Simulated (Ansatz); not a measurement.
ClH$_{7}$OSi$_{3}$ (`O[SiH](Cl)[SiH2][SiH3]`) from Hartree–Fock to CCSD(T)

Cartesian coordinates in Å:
```
O 1.999 -1.839 -1.393
Si 1.164 -1.200 -0.135
Cl -0.210 -2.564 0.595
Si -0.077 0.710 -0.673
Si -1.407 1.329 1.148
H 1.519 -2.043 -2.198
H 2.172 -0.982 0.926
H 0.845 1.817 -1.056
H -0.934 0.389 -1.851
H -2.094 2.621 0.878
H -0.553 1.485 2.355
H -2.425 0.278 1.404
```

The species carries charge 0 and has multiplicity 1. Geometry: relaxed with PBE0-D4/def2-TZVP. It is one conformer, not always the lowest. Frozen core, restricted reference, Ansatz 0.2.0. CBS rows extrapolate triple and quadruple zeta; past MP2 they add the triple-zeta difference.

```csv
basis,HF (Eh),MP2 corr.
def2-SVP,-1404.84564,-0.61604
def2-TZVPP,-1405.41764,-0.80195
def2-QZVPP,-1405.46110,-0.87013
```

Estimate the CCSD correlation energy and the (T) correction in each basis where they were run (hartree).


| basis | CCSD corr. | (T) |
| --- | --- | --- |
| def2-SVP | -0.68753 | -0.01668 |
| def2-TZVPP | -0.87383 | -0.03328 |
| CBS(def2) | -0.99251 | as TZ |
